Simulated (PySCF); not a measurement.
# Correlation energy of I(2+) (iodine, charge +2)

[Kr] 4d10 5s1 5p3 5d1, high-spin 6D determinant (an excited configuration). Computed with PySCF 2.14 in aug-cc-pVTZ-DK3 (8s7p5d2f, 68 functions), with scalar relativity by spin-free X2C-1e. Frozen: [Kr] 4d10; 5 electrons correlated.

```csv
level,correlation energy (mhartree)
CCSD,-29.01
(T),-0.28
CCSD(T),-29.29
```

Diagnostics: T1 = 0.0030, D1 = 0.0055, largest double amplitude 0.030.

The outer electron is Rydberg-like, and this basis confines it to a smaller radius and binds it less than a complete one would.

Cost of the coupled-cluster step: roughly 2.2 core-seconds, for 5 correlated electrons.
